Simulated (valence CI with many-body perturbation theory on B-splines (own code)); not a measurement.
## Energy levels of Pb41+

Calculated by valence CI with perturbative core correlation (CI+MBPT): five valence electrons over a frozen Dirac-Fock core [Kr], a basis of 7 s, 7 p, 8 d, 6 f, 4 g, 1 h functions for each j, with the one-electron correlation potential Σ1, the two-electron term Σ2, the three-electron term Σ3, Breit, model QED; selected CI, second order for the rest, scaled by the run's own slope (own B-spline code, finite nucleus).

The last digits are not significant, and no measured levels were compared; by estimate large intervals hold to a few tenths of a per cent, small ones and those within an open d or f shell to about a per cent. Among the levels kept, up to 410 cm⁻¹ of a level comes from second order outside the variational space, and about a tenth of that is noise between levels of different J, which matters for small intervals. Only levels of the ground parity were solved; by the run's estimate the other parity begins above the list, which can be wrong where configurations are misplaced.

Levels 1 to 32 of 32, with energies above the lowest level, (4d3/2^4 4d5/2) J=5/2. "Leading %" is the weight of the configuration and term that name the level; weights of strongly mixed levels are sums over their largest components and can fall short, so below about 35 % the name and the second component can differ from the true leading terms, or belong to a minority configuration. In the jj column 3d3/2^4 stands for four electrons in 3d with j = 3/2. Lifetimes count E1, E2, E3, M1 and M2 decay at the calculated energies, and are blank where another channel may lead or the interval is too uncertain; long ones can be off by a factor of two.

```csv
No.,Configuration,Term,J,E (cm⁻¹),Leading %,Leading jj,g,Lifetime
1,4d⁵,⁴P,5/2,0,25,4d3/2^4 4d5/2 (96 %),1.288,
2,4d⁵,⁶S,5/2,201770,35,4d3/2^3 4d5/2^2 (94 %),1.340,3.64 μs
3,4d⁵,⁴G,7/2,244430,32,4d3/2^3 4d5/2^2 (99 %),1.168,7.37 μs
4,4d⁵,⁴D,3/2,249790,39,4d3/2^3 4d5/2^2 (98 %),1.157,3.29 μs
5,4d⁵,²H,11/2,253500,44,4d3/2^3 4d5/2^2 (99 %),1.105,
6,4d⁵,²G,9/2,269530,32,4d3/2^3 4d5/2^2 (98 %),1.137,3.91 ms
7,4d⁵,²D,5/2,281280,33,4d3/2^3 4d5/2^2 (95 %),1.131,116 μs
8,4d⁵,⁴P,1/2,292620,40,4d3/2^3 4d5/2^2 (93 %),1.778,515 μs
9,4d⁵,²F,7/2,296980,40,4d3/2^3 4d5/2^2 (98 %),1.072,136 μs
10,4d⁵,²D,3/2,356360,62,4d3/2^3 4d5/2^2 (92 %),0.796,31.9 μs
11,4d⁵,⁶S,5/2,443030,34,4d3/2^2 4d5/2^3 (93 %),1.314,1.69 μs
12,4d⁵,⁴D,7/2,474060,52,4d3/2^2 4d5/2^3 (99 %),1.214,3.06 μs
13,4d⁵,⁴G,11/2,479800,50,4d3/2^2 4d5/2^3 (99 %),1.093,4.52 μs
14,4d⁵,⁴G,9/2,485110,62,4d3/2^2 4d5/2^3 (97 %),1.146,4.55 μs
15,4d⁵,⁴D,1/2,497320,78,4d3/2^2 4d5/2^3 (98 %),0.463,2.45 μs
16,4d⁵,²I,13/2,501370,100,4d3/2^2 4d5/2^3 (100 %),1.072,22.3 μs
17,4d⁵,⁴P,3/2,505260,53,4d3/2^2 4d5/2^3 (98 %),1.171,1.72 μs
18,4d⁵,²F,5/2,508550,42,4d3/2^2 4d5/2^3 (98 %),1.020,3.14 μs
19,4d⁵,²H,9/2,530830,52,4d3/2^2 4d5/2^3 (99 %),1.107,2.60 μs
20,4d⁵,²G,7/2,537690,61,4d3/2^2 4d5/2^3 (99 %),0.987,8.71 μs
21,4d⁵,⁴F,5/2,542560,64,4d3/2^2 4d5/2^3 (98 %),1.052,2.50 μs
22,4d⁵,²D,3/2,544670,84,4d3/2^2 4d5/2^3 (92 %),0.860,6.32 μs
23,4d⁵,⁴P,1/2,565300,45,4d3/2^2 4d5/2^3 (88 %),1.763,3.29 μs
24,4d⁵,²G,7/2,568440,47,4d3/2^2 4d5/2^3 (97 %),1.035,4.75 μs
25,4d⁵,²G,9/2,598060,79,4d3/2^2 4d5/2^3 (98 %),1.105,8.56 μs
26,4d⁵,²P,3/2,647080,74,4d3/2^2 4d5/2^3 (97 %),1.186,8.15 μs
27,4d⁵,²D,5/2,661440,79,4d3/2^2 4d5/2^3 (93 %),1.188,4.48 μs
28,4d⁵,⁴P,5/2,721200,34,4d3/2 4d5/2^4 (95 %),1.235,1.08 μs
29,4d⁵,²F,7/2,753660,29,4d3/2 4d5/2^4 (99 %),1.187,1.58 μs
30,4d⁵,⁴D,3/2,763190,31,4d3/2 4d5/2^4 (98 %),0.996,1.27 μs
31,4d⁵,²H,11/2,763500,55,4d3/2 4d5/2^4 (99 %),1.074,1.98 μs
32,4d⁵,²G,9/2,785260,53,4d3/2 4d5/2^4 (97 %),1.117,2.23 μs
```

The ionisation energy to 4d⁴ ³P0 of the next ion comes out as 2006.1 eV (NIST: 2004 ± 4 eV (theoretical)). All 32 levels together are meant to be complete up to 793990 cm⁻¹.
